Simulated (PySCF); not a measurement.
Method: PBE-D3(BJ)/def2-TZVP // B3LYP-D3(BJ)/def2-TZVP run with PySCF. Isolated molecules, 0 K electronic values unless said otherwise. 

Reference species (SMILES): `[F][In]([F])[F]` (neutral, multiplicity 1).

```
Quantity          Value
-------------  --------
HOMO–LUMO gap   4.72 eV
HOMO           -9.19 eV
LUMO           -4.47 eV
```

Changed species: `[CH3][In]([F])[F]` (1 of 3 F replaced by CH3; the reference has 0 of 3 F replaced by CH3).

Problem. What does the change do to the HOMO–LUMO gap, HOMO and LUMO?

Solution. the HOMO–LUMO gap rises by 0.31 eV, to 5.03 eV; the HOMO rises by 1.46 eV, to -7.73 eV; the LUMO rises by 1.77 eV, to -2.70 eV.
